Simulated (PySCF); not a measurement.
Delta-SCF ions had no search for a lower state. Excitations are Tamm–Dancoff values on a coarser integration grid. The basis has no diffuse functions, so Rydberg states are missing or too high.

Z-matrix (Å, degrees):
```
C
C 1 1.4101
C 2 1.3983 1 116.63
H 3 1.0943 2 118.97 1 -179.96
C 3 1.4155 4 118.08 2 -179.99
C 5 1.3917 3 118.87 4 179.99
H 6 1.0934 5 120.03 3 -179.94
C 6 1.4090 7 119.40 5 -179.93
C 8 1.4410 6 129.20 7 -0.02
C 9 1.3627 8 112.78 6 -179.96
H 10 1.0892 9 127.63 8 179.94
H 9 1.0909 10 123.59 11 0.03
C 5 1.5082 6 121.41 7 0.06
H 13 1.0998 5 111.56 6 0.11
H 13 1.1029 14 107.85 5 122.41
H 13 1.1029 14 107.85 15 115.16
S 10 1.7453 11 119.23 9 -179.96
Si 2 1.8805 3 120.89 4 0.02
H 18 1.4903 2 108.64 3 -0.10
H 18 1.4925 19 109.54 4 121.10
H 18 1.4926 19 109.54 20 117.93
```
Charge 0, spin multiplicity 1.

What is the computed vertical ionisation energy (Delta-SCF), HOMO–LUMO gap, brightest of the four lowest singlets (TDA), LUMO, dipole moment, S1 excitation (TDA), T1 excitation (TDA) and total energy (PySCF with M06-2X/def2-TZVP // B3LYP-D3(BJ)/def2-SVP)?


- vertical ionisation energy (Delta-SCF): 8.21 eV
- HOMO–LUMO gap: 7.10 eV
- brightest of the four lowest singlets (TDA): 5.87 eV
- LUMO: -0.29 eV
- dipole moment: 1.53 D
- S1 excitation (TDA): 4.77 eV
- T1 excitation (TDA): 3.69 eV
- total energy: -1036.6201 Ha
